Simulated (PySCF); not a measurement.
# Ne²⁺ (neon, charge +2) across methods

[He] 2s2 2p3 3s1, high-spin 5S determinant (an excited configuration). Computed with PySCF 2.14 in aug-cc-pVTZ with one added diffuse shell each of s, p, d, f type (6s5p4d3f, 62 functions), with the non-relativistic Hamiltonian (point nucleus).

```json
{"method": "PBE0", "E (hartree)": "-125.1365", "mean ε 2s β (eV)": "-88.662", "mean ε 2p α (eV)": "-75.795", "mean ε 3s α (eV)": "-22.196", "Σ⟨r²⟩ (bohr²)": "11.31", "⟨S²⟩": "6.001"}
{"method": "TPSS", "E (hartree)": "-125.2311", "mean ε 2s β (eV)": "-86.305", "mean ε 2p α (eV)": "-72.388", "mean ε 3s α (eV)": "-21.273", "Σ⟨r²⟩ (bohr²)": "11.34", "⟨S²⟩": "6.001"}
{"method": "UHF", "E (hartree)": "-124.99067", "mean ε 2s β (eV)": "-95.017", "mean ε 2p α (eV)": "-86.709", "mean ε 3s α (eV)": "-24.412", "Σ⟨r²⟩ (bohr²)": "11.44", "⟨S²⟩": "6.002"}
{"method": "BHandHLYP", "E (hartree)": "-125.2196", "mean ε 2s β (eV)": "-91.748", "mean ε 2p α (eV)": "-79.454", "mean ε 3s α (eV)": "-22.897", "Σ⟨r²⟩ (bohr²)": "11.30", "⟨S²⟩": "6.001"}
{"method": "B97-3", "E (hartree)": "-125.1895", "mean ε 2s β (eV)": "-89.337", "mean ε 2p α (eV)": "-75.984", "mean ε 3s α (eV)": "-22.192", "Σ⟨r²⟩ (bohr²)": "11.30", "⟨S²⟩": "6.001"}
{"method": "PBEsol", "E (hartree)": "-124.7867", "mean ε 2s β (eV)": "-85.602", "mean ε 2p α (eV)": "-71.799", "mean ε 3s α (eV)": "-21.294", "Σ⟨r²⟩ (bohr²)": "11.31", "⟨S²⟩": "6.000"}
{"method": "r2SCAN", "E (hartree)": "-125.1861", "mean ε 2s β (eV)": "-86.317", "mean ε 2p α (eV)": "-73.575", "mean ε 3s α (eV)": "-21.447", "Σ⟨r²⟩ (bohr²)": "11.36", "⟨S²⟩": "6.001"}
{"method": "LDA", "E (hartree)": "-124.4625", "mean ε 2s β (eV)": "-85.673", "mean ε 2p α (eV)": "-71.917", "mean ε 3s α (eV)": "-21.426", "Σ⟨r²⟩ (bohr²)": "11.26", "⟨S²⟩": "6.000"}
```

Task: Estimate the same row for PBE.

Result: E (hartree) = -125.1173; mean ε 2s β (eV) = -85.878; mean ε 2p α (eV) = -71.908; mean ε 3s α (eV) = -21.330; Σ⟨r²⟩ (bohr²) = 11.28; ⟨S²⟩ = 6.000.

The outer electron is Rydberg-like, and this basis confines it to a smaller radius and binds it less than a complete one would.
